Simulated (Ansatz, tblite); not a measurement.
Cost and result up the ladder for Si₄O₄ (8 atoms). Charge 0, multiplicity 1. Geometry: B3LYP-D4/def2-SVP.

```xyz
8

Si    1.8515   -1.0400    0.7362
Si   -1.1212    0.8400   -1.7577
Si    0.5869    2.0099    0.8174
Si   -1.3172   -1.8098    0.2040
O     0.3230   -1.7226    0.5679
O    -0.3226    1.7224   -0.5685
O     1.4764    0.5872    0.9415
O    -1.4769   -0.5872   -0.9408
```

Ansatz on 4 threads of Arm Neoverse V2 on a shared host; xTB runs through tblite on one thread. Times are rough, summed over both states, and most runs start from the orbitals of an earlier one. No level here is sound enough to serve as a yardstick. The other state is a doublet.

The xTB rows come from tblite. The structure comes from a short search, and lower isomers may exist.

Run but left out: HF/def2-SVP (singlet: restricted singlet, unstable in another Hartree–Fock run and untested here); MP2/def2-SVP (charge +1 doublet: a determinant that CCSD turns far, T1 0.061).

Raw xTB energies of ions are shifted by several eV.

| level | functions | vertical IE (eV) | remarks |
| --- | --- | --- | --- |
| GFN2-xTB | 52 | 11.35 | – |
| GFN1-xTB | 52 | 10.86 | – |
| PBE-D4/def2-TZVP | 272 | 8.03 | – |
| CAM-B3LYP-D4/def2-TZVP (with forces) | 272 | 8.87 | restricted SCF unstable in HF (singlet) |
| PBE0-D4/def2-TZVP | 272 | 8.45 | restricted SCF unstable in HF (singlet) |

**Question.** Estimate how long each takes.

**Answer.** GFN1-xTB 0.016 s; GFN2-xTB 0.017 s; PBE-D4/def2-TZVP 11 s; PBE0-D4/def2-TZVP 24 s; CAM-B3LYP-D4/def2-TZVP (with forces) 29 s. On shared hardware such times vary by a factor of up to 3.
